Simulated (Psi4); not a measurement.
H3MgNSe (SMILES [NH2][Mg][SeH]), singlet, geometry from GFN2-xTB (such geometries of metal compounds can be far from the true shape).

Here is a job for Psi4.
```
memory 2 GB

molecule {
0 1
Mg    0.00608657    0.31178483   -1.24712508
N    -0.14156392    2.02905672   -2.00400721
H    -1.07032465    2.43913785   -2.02291843
H     0.27969756    2.26813421   -2.89403617
Se    0.04576979   -0.60764762    0.97966863
H     0.15236267   -1.99206823    0.60177256
}

set {
  basis sto-3g
}

energy('scf')
print_variables()
```

Problem. What does this run give for the dipole moment, total energy?

Solution. 
The dipole moment is 6.08 D and the total energy comes out as -2626.2135 Eh.
